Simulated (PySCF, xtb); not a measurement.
C₂H₃Cl₃F₂Si₂, SMILES F[SiH](F)/C=C/[Si](Cl)(Cl)Cl.

Geometry: r2SCAN-D4/def2-SVP. The structure was generated by enumeration; whether it is a known compound was not checked. One conformer was computed; it need not be the lowest.

Level of theory: PySCF 2.14.0 with C-PCM-B3LYP/def2-SVP.

The values are the electrostatic part of the solvation free energy, E(continuum) − E(gas) at the gas-phase geometry, in a cavity of scaled van der Waals radii (PySCF's table); cavitation and dispersion terms are not included. In vacuum the orbital gap is 6.55 eV. The dipole moment in vacuum is 1.31 D.

Computed values in water (ε = 78.36), 1-octanol (ε = 9.86), n-hexane (ε = 1.88):
| solvent | ε | ΔG(elec) (kcal/mol) | dipole (D) | gap (eV) |
|---|---|---|---|---|
| water | 78.36 | -3.4 | 1.67 | 6.58 |
| 1-octanol | 9.86 | -3.1 | 1.63 | 6.58 |
| n-hexane | 1.88 | -1.5 | 1.46 | 6.56 |

For comparison, GFN2-xTB/ALPB(water) (xtb, at the GFN2-xTB geometry, all terms of that model) gives -0.8 kcal/mol.
